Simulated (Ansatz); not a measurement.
A run of Ansatz (development build ahead of 0.2.0) on singlet GeH₄ at this shape:

```yaml
atoms:
  - { symbol: Ge, position_ang: [-0.0015, 0.0512, 0.0382] }
  - { symbol: H, position_ang: [0.8528, 0.9084, 0.9346] }
  - { symbol: H, position_ang: [0.9627, -0.8642, -0.8590] }
  - { symbol: H, position_ang: [-0.8452, 0.8744, -0.9070] }
  - { symbol: H, position_ang: [-0.9209, -0.8043, 0.8926] }
```

Its results:

```
Converged                       : yes
Reference energy                : -2077.41153 hartree
Correlation energy              : -0.24903 hartree
Total energy                    : -2077.66056 hartree
Spin squared of the determinant : 0.000
```

(1) Which input gives this output? Name the method, the orbitals and the basis set, and write the input.

Results:

(1) RHF-MP2 in def2-SVP. An unrestricted run that stays on the closed shell gives the same numbers.

```yaml
crystal:
  periodic: [false, false, false]
  atoms:
    - { symbol: Ge, position_ang: [-0.00155, 0.05116, 0.03819] }
    - { symbol: H, position_ang: [0.85283, 0.90838, 0.9346] }
    - { symbol: H, position_ang: [0.9627, -0.86425, -0.85896] }
    - { symbol: H, position_ang: [-0.84516, 0.87441, -0.90702] }
    - { symbol: H, position_ang: [-0.92089, -0.80432, 0.89259] }
basis:
  gaussian: { orbitals: def2-SVP }
hamiltonian:
  xc: hf
correlation:
  method: mp2
  frozen_orbitals: { Ge: 9, H: 0 }
```
